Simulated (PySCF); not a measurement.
CH7FOSi2, SMILES CO[Si@@H](F)[SiH3]. Atoms are numbered in the order given.

```xyz
12

C      2.2025     1.4531    -0.1373
O      0.9048     1.0197     0.2197
Si     0.0760    -0.2404    -0.4576
F      0.8012    -1.6532    -0.0703
Si    -2.0675    -0.1918     0.4787
H      2.3317     1.5040    -1.2346
H      2.3644     2.4599     0.2768
H      2.9743     0.7787     0.2723
H      0.1408    -0.1558    -1.9463
H     -1.9702    -0.2871     1.9635
H     -2.8797    -1.3336    -0.0350
H     -2.7436     1.0858     0.1072
```

The structure is a stationary point at B3LYP-D3(BJ)/def2-SVP. The structure was generated by enumeration; whether it is a known compound was not checked. One conformer was computed; it need not be the lowest.

Calculation: TDA-PBE/def2-SVPD (PySCF).

Vertical excitations. The molecule is in vacuum.

```csv
state,energy (eV),λ (nm),f,main pairs
S1,6.24,199,0.009,HOMO→LUMO 82 %
S2,6.36,195,0.004,HOMO→LUMO+1 78 %
S3,6.50,191,0.032,HOMO−1→LUMO 72 %
S4,6.61,188,0.026,HOMO−1→LUMO+1 78 %
S5,6.93,179,0.009,HOMO−2→LUMO 85 %
S6,7.02,177,0.010,"HOMO→LUMO+2 48 %, HOMO→LUMO+3 37 %, HOMO−1→LUMO+2 9 %"
S7,7.08,175,0.048,"HOMO−2→LUMO+1 39 %, HOMO→LUMO+3 25 %, HOMO→LUMO+2 24 %, HOMO−1→LUMO+2 6 %"
S8,7.12,174,0.030,"HOMO−2→LUMO+1 45 %, HOMO→LUMO+3 25 %, HOMO−1→LUMO+3 8 %, HOMO−1→LUMO+2 7 %"
S9,7.23,172,0.002,"HOMO−1→LUMO+3 62 %, HOMO−1→LUMO+2 29 %"
S10,7.32,169,0.124,"HOMO−1→LUMO+2 39 %, HOMO−1→LUMO+3 28 %, HOMO→LUMO+4 10 %, HOMO→LUMO+2 9 %"
T1,5.70,217,0,HOMO→LUMO 87 %
T2,5.84,212,0,HOMO→LUMO+1 87 %
T3,6.11,203,0,HOMO−1→LUMO 87 %
T4,6.22,199,0,HOMO−1→LUMO+1 87 %
```
Triplets are in the Tamm–Dancoff approximation.
